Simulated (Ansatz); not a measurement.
`C[O][Ti]1234([NH2])([N](C)C)[C@H]5[C@@H]1[C@@H]2[C@@H]3[C@H]54`, 28 atoms. Charge 0, multiplicity 1. Correlated methods include outer-core shells of Ti, which these sets cover unevenly. Scalar relativity is left out up to krypton. Hardware: A = 11 threads of an AMD EPYC 7R13 on a shared host and a whole NVIDIA H100 80 GB; B = 11 threads of an AMD EPYC 7R13 on a shared host. Correlated methods freeze the cores.

Task: Give the basis size and wall time and peak host memory of each of these runs in Ansatz. RHF-CCSD(T)/def2-SVP energy [A]; RKS ωB97M-V/def2-QZVPP energy [A]; RKS ωB97X-V/def2-TZVPP energy [A]; RKS r2SCANh-D4/def2-TZVPP energy [A]; direct RPA on PBE orbitals/def2-TZVPP energy [A]; RKS ωB97M-V/def2-SVP energy [B]; RHF-CCSD(T)/def2-TZVPP energy [A]; RKS BHLYP-D4/def2-TZVPP energy [A]; RHF-MP2/def2-QZVPP energy [A]; RKS PBE0-D4/def2-TZVP relaxation (15 steps) [A]; RKS PBE-D4/def2-TZVPP energy and forces [A]; RKS PBE0-D4/def2-QZVPP energy [A]. (Best estimate.)

Result: Computed: Other jobs shared the machine, so times are rough.

```json
{"level": "RKS r2SCANh-D4/def2-TZVPP", "job": "energy [A]", "functions": "629", "wall time": "3.8 s", "peak host memory (GiB)": "2"}
{"level": "RKS PBE-D4/def2-TZVPP", "job": "energy and forces [A]", "functions": "629", "wall time": "4.1 s", "peak host memory (GiB)": "1.2"}
{"level": "RKS BHLYP-D4/def2-TZVPP", "job": "energy [A]", "functions": "629", "wall time": "4.9 s", "peak host memory (GiB)": "2"}
{"level": "RKS ωB97X-V/def2-TZVPP", "job": "energy [A]", "functions": "629", "wall time": "5.5 s", "peak host memory (GiB)": "2"}
{"level": "RKS PBE0-D4/def2-QZVPP", "job": "energy [A]", "functions": "1200", "wall time": "7.5 s", "peak host memory (GiB)": "2"}
{"level": "direct RPA on PBE orbitals/def2-TZVPP", "job": "energy [A]", "functions": "629", "wall time": "7.5 s", "peak host memory (GiB)": "4.5"}
{"level": "RHF-CCSD(T)/def2-SVP", "job": "energy [A]", "functions": "265", "wall time": "8.5 s", "peak host memory (GiB)": "2"}
{"level": "RKS ωB97M-V/def2-QZVPP", "job": "energy [A]", "functions": "1200", "wall time": "9.5 s", "peak host memory (GiB)": "2.1"}
{"level": "RHF-MP2/def2-QZVPP", "job": "energy [A]", "functions": "1200", "wall time": "10 s", "peak host memory (GiB)": "2.1"}
{"level": "RKS ωB97M-V/def2-SVP", "job": "energy [B]", "functions": "265", "wall time": "11 s", "peak host memory (GiB)": "2.2"}
{"level": "RKS PBE0-D4/def2-TZVP", "job": "relaxation (15 steps) [A]", "functions": "482", "wall time": "37 s", "peak host memory (GiB)": "1.4"}
{"level": "RHF-CCSD(T)/def2-TZVPP", "job": "energy [A]", "functions": "629", "wall time": "2.1 min", "peak host memory (GiB)": "4.3"}
```
